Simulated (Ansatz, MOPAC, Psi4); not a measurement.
Species: H3SiO (charge +1, singlet). SMILES: [SiH2]=[OH+]
Coordinates optimised at B3LYP-D3(BJ)/def2-TZVP (Ansatz, a program for electronic structure):
```
Si
O 1 1.5695
H 2 0.9684 1 130.53
H 1 1.4610 2 113.88 3 -180.00
H 1 1.4664 4 125.15 2 -180.00
```
Charge +1, spin multiplicity 1.

Property: vertical ionisation energy to the doublet, in eV. Terms: no dispersion term unless named; open shells spin-unrestricted; each state is the SCF solution reached for its charge and spin; no spin-orbit coupling; non-relativistic; frozen cores in correlated levels; 6-311+G** with 5d, 6d on Na to Ar in Ansatz; six Cartesian d functions in 6-31G* and its kin unless marked 5d. First-principles rows: single points at B3LYP-D3(BJ) geometries (Ansatz). Semi-empirical rows: differences of heats of formation at the shared geometry for vertical values.

| level | program | vertical ionisation energy to the doublet (eV) |
|---|---|---|
| MNDO | MOPAC | 17.53 |
| HF/6-31G* | Ansatz | 18.75 |
| B3LYP/STO-3G | Ansatz | 17.66 |
| wB97X-D/6-31G* | Psi4 | 19.63 |
| MP2/6-31G* | Ansatz | 20.14 |
| MP2/6-311+G** | Ansatz | 20.20 |
| PBE/def2-TZVPD | Ansatz | 19.15 |
| wB97M-V/def2-TZVPD | Ansatz | 19.64 |

No value to compare with is used here. The 6 habitual levels span 17.53 (MNDO) to 20.20 eV (MP2/6-311+G**); PBE/def2-TZVPD gives 19.15.

The levels are drawn from those run, B3LYP/6-31G* more often than the rest, none by its result; left out are runs that failed, that the program found above a lower state of the same kind, or whose <S^2> lies over 0.5 above the pure value.
